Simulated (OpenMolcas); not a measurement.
## Computed levels of Se+

```
Program             : OpenMolcas
Method              : SS-RASPT2, IPEA 0.25 Eh, imaginary shift 0.1 Eh (closed shells correlated: 3d)
Basis               : ANO-RCC-VQZP [7s6p4d2f1g]
Scalar Hamiltonian  : DKH2, point nucleus
Active space        : 5 electrons in 9 orbitals (RAS2 4s 4p; RAS3 4d, at most 2 electrons)
State averaging     : 2S+1 = 4 odd, 1 root; 2S+1 = 2 odd, 8 roots; 2S+1 = 4 even, 3 roots; 2S+1 = 2 even, 8 roots
Spin-orbit coupling : state interaction with AMFI integrals over the reference wave functions, term energies averaged over their components
```

With spin-orbit coupling, above the lowest level:

```
Configuration  Term    J  E (cm⁻¹)  Measured (cm⁻¹)      g  Term weight %
      4s² 4p³   ⁴S°  3/2       0.0              0.0  1.998             99
      4s² 4p³   ²D°  3/2     13660            13168  0.823             96
      4s² 4p³   ²D°  5/2     14120            13784  1.200            100
      4s² 4p³   ²P°  1/2     23770            23038  0.666            100
      4s² 4p³   ²P°  3/2     24350            23895  1.315             95
       4s 4p⁴    ⁴P  5/2     82810            83877  1.600            100
       4s 4p⁴    ⁴P  3/2     84360            85580  1.734            100
       4s 4p⁴    ⁴P  1/2     85280            86438  2.670            100
```

Against the 7 measured excited levels shown (NIST Handbook of Basic Atomic Spectroscopic Data) the mean absolute deviation is 780 cm-1; the largest miss in energy is 4s 4p⁴ ⁴P_3/2: computed 84360, measured 85580 cm⁻¹ (-1.4 %), and the largest in proportion 4s² 4p³ ²D°_3/2 (+3.8 %).

Spin-orbit coupling puts the lowest level 161 cm⁻¹ below the lowest spin-free term.

The run also gave levels led by 4s² 4p² 4d, which use shells meant for correlation; these and all levels above them are left out. Some terms mix strongly with configurations of 4d, whose occupation reaches 0.19 (4s 4p⁴ ⁴P). Computed and measured levels are paired by configuration, term and J; levels that our copy of the source lacks, or whose pairing is in doubt (as where it misses far off the trend of its configuration), stay unpaired and out of the deviations. Levels of configurations outside the active space are missing. The first state left out of the spin-orbit step lies near 130000 cm-1 above the lowest spin-free state of the reference (among the parities and spins computed), and the list stops at four fifths of that energy or lower.

The term weight is that of the spin-free term in the level, not the purity of its configuration. ° marks odd parity.
